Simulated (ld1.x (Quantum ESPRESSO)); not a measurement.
## Sr, TM: configuration errors across variants

```
Element                 : strontium (Sr)
Generator               : ld1.x (Quantum ESPRESSO) 7.5
Type                    : norm-conserving Troullier–Martins (Kleinman–Bylander form)
Functional              : PBE
Relativity              : scalar-relativistic
Frozen core             : [Kr]
Valence charge          : 2
Reference configuration : 4d0 5s1.5 5p0.5
Partial waves           : 5s (bound): rc 3.05 bohr; 5p (bound): rc 3.80 bohr; 4d (bound, empty): rc 3.25 bohr
Local potential         : all-electron potential smoothed inside 2.50 bohr (lloc = -1)
Core correction         : none
```

All-electron excitation energies from the reference (eV): (1) 4d0 5s2 5p0 -1.135; (2) 4d0 5s1 5p0 4.750; (3) 4d0 5s1.5 5p0 1.204; (4) 4d1 5s0 5p0 6.514; (5) 4d0 5s0 5p2 3.572; (6) 4d0 5s0 5p1 7.687; (7) 4d1 5s1 5p0 1.189.

Tests that are not counted but printed errors over 1 eV. “local potential the d channel”: 4d0 5s0 5p2 (solver errors, printed error -5.0 eV).

2 further variants failed, have other tests or another functional or relativity, and are left out.

A true bound ghost makes a file unfit for plane-wave use even where its test errors are small: the radial tests pick states by their node count and pass the ghost by. Where a test does run into it, the solver fails or the error is huge.

Errors AE − PS in meV (a dash: test not solved or not reliable):

```csv
change,(1),(2),(3),(4),(5),(6),(7),bound ghosts
base,+2.9,-4.1,-2.4,+561,+56,+160,+305,s
local potential the d channel,+2.9,-3.8,-2.4,+558,–,–,+305,"s, p"
wave 5p (bound): rc 3.80 bohr becomes 5p (bound): rc 5.16 bohr,+2.9,-4.1,-2.4,+574,+53,+126,+314,s
```

Question: Give the same row for: wave 5s (bound): rc 3.05 bohr becomes 5s (bound): rc 3.18 bohr.

Answer: +3.0, -4.4, -2.4, +596, +60, +221, +325; bound ghosts: s.
